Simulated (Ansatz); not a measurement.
Spin states of the cluster Ba2Se, each relaxed with PBE-D4/def2-TZVP in Ansatz. Electronic energies in the gas phase.

In the def2 sets Ba takes a core potential; there is no spin–orbit coupling. LC-ωPBE has ω = 0.4 bohr⁻¹. B3LYP takes the VWN-RPA correlation. Correlated methods freeze 9 core orbitals; core or outer-core shells of Ba, Se are correlated, in sets that lack core-valence functions. The structure comes from a short search, and lower isomers may exist.

Singlet geometry (C2v within 0.1 Å):

Cartesian coordinates in Å:
```
Ba -0.311 1.905 0.887
Ba -0.945 -1.447 -1.235
Se 1.256 -0.458 0.348
```

Triplet geometry (C2v within 0.1 Å):

```
atom   x (Å)   y (Å)   z (Å)
 Ba1   1.706  -1.498  -1.448
 Ba2  -1.845   1.784   0.813
 Se3   0.140  -0.287   0.635
```

Quintet geometry (C2v within 0.1 Å):

Cartesian coordinates in Å:
```
Ba -1.0518 -1.8289 -0.5677
Ba 0.9520 1.6447 -1.0779
Se 0.0998 0.1841 1.6456
```

⟨S²⟩: triplet 2.00 at PBE0-D4/def2-TZVP (pure 2.00), quintet 6.00 at PBE0-D4/def2-TZVP (pure 6.00).

Run but left out: HF/def2-TZVP, HF/def2-TZVPP, r2SCAN-D4/def2-TZVP (singlet: restricted singlet, unstable towards broken spin symmetry).

Only these spin states were relaxed. The triplet has other bonds than the singlet, so the gap mixes isomer and spin.

```
             level  triplet − singlet (kcal/mol)  quintet − singlet (kcal/mol)  lowest of these
B3LYP-D4/def2-TZVP                          -0.5                          73.0          triplet
BHLYP-D4/def2-TZVP                          -6.8                          70.6          triplet
 LC-ωPBE/def2-TZVP                           0.1                          66.7              tie
 RPA@PBE/def2-TZVP                           1.9                          70.8          singlet
```

(1) Estimate the rows for PBE0-D4/def2-TZVP, MP2/def2-TZVP, MP2/def2-TZVPP, CCSD(T)/def2-TZVPP.

Results:

(1) 
```json
{"level": "PBE0-D4/def2-TZVP", "triplet − singlet (kcal/mol)": "3.0", "quintet − singlet (kcal/mol)": "71.0", "lowest of these": "singlet", "remarks": "–"}
{"level": "MP2/def2-TZVP", "triplet − singlet (kcal/mol)": "3.1", "quintet − singlet (kcal/mol)": "78.3", "lowest of these": "singlet", "remarks": "restricted SCF unstable (singlet)"}
{"level": "MP2/def2-TZVPP", "triplet − singlet (kcal/mol)": "3.1", "quintet − singlet (kcal/mol)": "78.3", "lowest of these": "singlet", "remarks": "restricted SCF unstable (singlet)"}
{"level": "CCSD(T)/def2-TZVPP", "triplet − singlet (kcal/mol)": "4.8", "quintet − singlet (kcal/mol)": "75.2", "lowest of these": "singlet", "remarks": "restricted SCF unstable (singlet)"}
```
